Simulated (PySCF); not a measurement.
# Structure from NMR data

The spectra below were simulated for a compound C3H11NOSi4.

1H NMR (500 MHz, computed): δ 4.41 (m, 2H), 4.25 (m, 2H), 4.03 (m, 1H), 4.01 (m, 1H), 3.88 (q, 2H), 1.37 (t, 3H).

13C{1H} NMR (computed): δ 124.9 (C), 64.1 (CH2), 20.3 (CH3).

- coordinates at the GFN2-xTB level
- PBE0/pcSseg-1 with gauge-including orbitals
- program: PySCF 2.14
- a single conformation, non-relativistic Hamiltonian, no solvent model, rapidly exchanging positions averaged

δ = σ(ref) − σ, references computed at the same level: 1H (σ = 31.72 ppm), 13C (σ = 186.93 ppm) against TMS.

Question: What is the structure?

Answer: 
1. Rings plus π bonds: 3 (1 ring in the answer).
2. 3 carbon signals for 3 carbons: no two carbons are equivalent.
3. Carbon types of the structure: 1 × C, 1 × CH2, 1 × CH3, leaving 6 H on heteroatoms.
4. δC 124.9: nitrile carbon; typical of a nitrile.
5. δC 64.1: sp3 CH2 bonded to O; pulled downfield by the heteroatom.
6. δC 20.3: methyl carbon; a saturated carbon with 1 carbon neighbour and no heteroatom attached.
7. δH 4.41, 4.25, 4.03, 4.01: hydrogen on a silicon bonded to 2 Si, in a 4-membered ring.
8. δH 3.88: hydrogen on an sp3 CH2 bonded to O; its carbon carries O, which withdraws density.
9. δH 1.37: hydrogen on a methyl carbon.

The compound is `CCO[Si]1(C#N)[SiH2][SiH2][SiH2]1`.

The data come from this structure; uniqueness wasn't tested.

Shifts are as computed. Against solution values, carbons near 30 ppm lie about +3 ppm off and those near 130 ppm about +5 ppm. Of 1309 compounds with measured shifts, 239 miss one by over three times the rms of a fit or turn the order of signals round; such compounds aren't used in these exercises. No couplings were computed; multiplicities are counted from neighbouring protons, with m where these are inequivalent, close in shift, in a saturated or five-membered ring or joined by F or P, and br s for small geminal =CH2 splittings.
